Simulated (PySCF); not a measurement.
**C4H8FOSi: g tensor and hyperfine couplings**

Species: C4H8FOSi (doublet state).
SMILES with atom numbers: `[OH:1][C:2]1[CH2:3][CH:4]([SiH2:5][F:6])[CH2:7]1` (hydrogens: H8 on O1; H9, H10 on C3; H11 on C4; H12, H13 on Si5; H14, H15 on C7)

Cartesian coordinates in Å at the GFN2-xTB level; atoms count from 1:
```xyz
15
C4H8FOSi angstrom
O      2.4352   -0.2629   -0.9607
C      1.5679   -0.2446    0.1046
C      0.6955    0.9112    0.4935
C     -0.4660   -0.1014    0.6642
Si    -1.9489    0.1603   -0.4815
F     -2.6661    1.5352   -0.0340
C      0.4770   -1.2601    0.2608
H      2.7862    0.6226   -1.1045
H      0.5544    1.6714   -0.2836
H      0.9799    1.4254    1.4144
H     -0.7822   -0.1791    1.7063
H     -2.9556   -0.8780   -0.3245
H     -1.5423    0.4023   -1.8585
H      0.6418   -2.0044    1.0416
H      0.2188   -1.7901   -0.6600
```

The hyperfine couplings belong to this conformer and change with its torsions.

Level of theory: PySCF, UKS B3LYP, pcH-1 on C F H O Si, non-relativistic, mean-field spin-orbit, GIAO. Geometry: GFN2-xTB, one conformer, isolated molecule. Couplings are sensitive to structure, and on GFN2-xTB geometries they can be far from those on DFT ones. No stability test was run, so a lower SCF solution isn't excluded.

* g1, g2, g3: 2.00213, 2.00318, 2.00412
* g_iso: 2.00314
* Form of g: rhombic: the two nearest values differ by 47 % of g3 − g1
* ⟨S²⟩: 0.7534 (exact 0.7500)
* α and β electrons: 32, 31
* Basis functions: 265

Isotropic coupling and dipolar principal values T1 to T3, in G; ρ(0) is the spin density at the nucleus (MHz turned into gauss with g_iso; 10 G = 1 mT):

```csv
atom,isotope,a_iso,of which spin–orbit,T1,T2,T3,Mulliken spin population,ρ(0) (bohr⁻³)
O1,17O,-8.7,0.0,-21.2,10.2,11.0,0.12,0.0405
C2,13C,75.1,0.0,-26.6,-25.8,52.4,0.82,0.1874
C3,13C,-2.1,0.0,-1.6,-0.6,2.2,-0.05,-0.0053
C4,13C,6.9,0.0,-0.8,-0.8,1.6,0.02,0.0172
Si5,29Si,-0.8,0.0,-0.1,0.0,0.1,0.00,0.0024
F6,19F,0.8,0.0,-0.6,-0.2,0.7,0.00,0.0005
C7,13C,-2.9,0.0,-1.5,-0.5,2.0,-0.05,-0.0072
H8,1H,-4.0,0.0,-4.5,-3.1,7.5,0.00,-0.0025
H9,1H,20.1,0.0,-1.7,-0.9,2.6,0.04,0.0126
H10,1H,28.6,0.0,-2.2,-1.6,3.8,0.03,0.0179
H11,1H,1.5,0.0,-1.1,-0.8,1.8,0.00,0.0009
H12,1H,0.0,0.0,-0.3,-0.2,0.5,0.00,0.0000
H13,1H,0.4,0.0,-0.4,-0.4,0.8,0.00,0.0002
H14,1H,27.8,0.0,-2.2,-1.5,3.7,0.03,0.0175
H15,1H,19.4,0.0,-1.7,-1.0,2.6,0.04,0.0121
```

The largest Mulliken spin populations are on C2 (+0.82) and O1 (+0.12). C2 is the only atom above +0.15. The angles at C2 add up to 341.6°, so it is pyramidal.

Axes: g3 points within 2° of the O1–H8 bond.

Under fast tumbling the dipolar parts average out, and these isotropic splittings remain: 2 × 1H (H10/H14, I = 1/2, 3 lines) with 2.82 mT, 2 × 1H (H9/H15, I = 1/2, 3 lines) with 1.97 mT, 1 × 1H (H8, I = 1/2, 2 lines) with 0.40 mT, 1 × 1H (H11, I = 1/2, 2 lines) with 0.15 mT and 1 × 19F (F6, I = 1/2, 2 lines) with 0.08 mT.

Means are taken over nuclei equivalent by connectivity, which assumes that they swap fast.

The 13C coupling of C2 (210.6 MHz) shows only in satellite lines or after enrichment, since that isotope makes up about 1.07 % of natural carbon.

The 17O coupling of O1 (-24.5 MHz) shows only in satellite lines or after enrichment, since that isotope makes up about 0.038 % of natural oxygen.
